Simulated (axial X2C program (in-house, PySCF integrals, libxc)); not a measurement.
Spin–orbit effects down a group: molecules with Cl (ions), CCSD(T)

Computed with an axial X2C code built on PySCF integrals, spin-free (one-electron X2C) or two-component (2c: spin–orbit coupling with atomic mean-field Coulomb and Gaunt terms, which also bring small scalar terms), in Dyall basis sets with cores contracted in-house; open shells are unrestricted.

Basis sets: C dyall-v3z, Cl dyall-av3z, Ge dyall-cv3z, Si dyall-v3z, Sn dyall-cv3z. Frozen shells (counts by l): CCl⁺ Cl 2s1p, C 1s, 10 electrons correlated; SiCl⁺ Cl 2s1p, Si 2s1p, 10 electrons correlated; GeCl⁺ Ge 3s2p1d, Cl 2s1p, 10 electrons correlated; SnCl⁺ Sn 4s3p2d, Cl 2s1p, 10 electrons correlated. Coupled cluster in natural virtuals with an MP2 remainder. Where the outer core of a metal is frozen, bonds come out longer and ionisation energies lower.

```json
{"molecule": "CCl⁺", "spin-free state": "M_S = 0, Λ = 0", "Re (Å)": "1.549", "ωe (cm⁻¹)": "1174.2", "De (eV)": "6.44", "2c state": "Ω = 0", "Re 2c (Å)": "1.549", "ωe 2c (cm⁻¹)": "1173.0", "De 2c (eV)": "6.41"}
{"molecule": "SiCl⁺", "spin-free state": "M_S = 0, Λ = 0", "Re (Å)": "1.970", "ωe (cm⁻¹)": "663.3", "De (eV)": "5.00", "2c state": "Ω = 0", "Re 2c (Å)": "1.970", "ωe 2c (cm⁻¹)": "663.2", "De 2c (eV)": "4.94"}
{"molecule": "GeCl⁺", "spin-free state": "?", "Re (Å)": "?", "ωe (cm⁻¹)": "?", "De (eV)": "?", "2c state": "?", "Re 2c (Å)": "?", "ωe 2c (cm⁻¹)": "?", "De 2c (eV)": "?"}
{"molecule": "SnCl⁺", "spin-free state": "M_S = 0, Λ = 0", "Re (Å)": "2.281", "ωe (cm⁻¹)": "423.0", "De (eV)": "4.05", "2c state": "Ω = 0", "Re 2c (Å)": "2.282", "ωe 2c (cm⁻¹)": "422.6", "De 2c (eV)": "3.71"}
```

(1) Estimate the 2c Re and ωe of GeCl⁺ as the mean of its neighbours in the table.

Fragments in 2c: Cl + C+, Cl + Si+, Ge+ + Cl, Sn+ + Cl. Each entry is the lowest single determinant of a limited PBE0 search at one distance. De goes to single-determinant-based atoms at the same level (for ions the charge split of lowest energy) and is withheld (n/a) where an atom does not fit its ground term or J level. Main or longest-lived isotopes. One determinant is a doubtful description, or other states lie close, for CCl⁺; these need not be ground states, and all values refer to the states named.

Results:

(1) Re ≈ 2.126 Å, ωe ≈ 542.9 cm⁻¹. The CCSD(T) runs give the row below, so the estimate misses by 0.053 Å and 45.0 cm⁻¹.

```json
{"molecule": "GeCl⁺", "spin-free state": "M_S = 0, Λ = 0", "Re (Å)": "2.072", "ωe (cm⁻¹)": "498.2", "De (eV)": "4.47", "2c state": "Ω = 0", "Re 2c (Å)": "2.073", "ωe 2c (cm⁻¹)": "497.9", "De 2c (eV)": "4.31"}
```
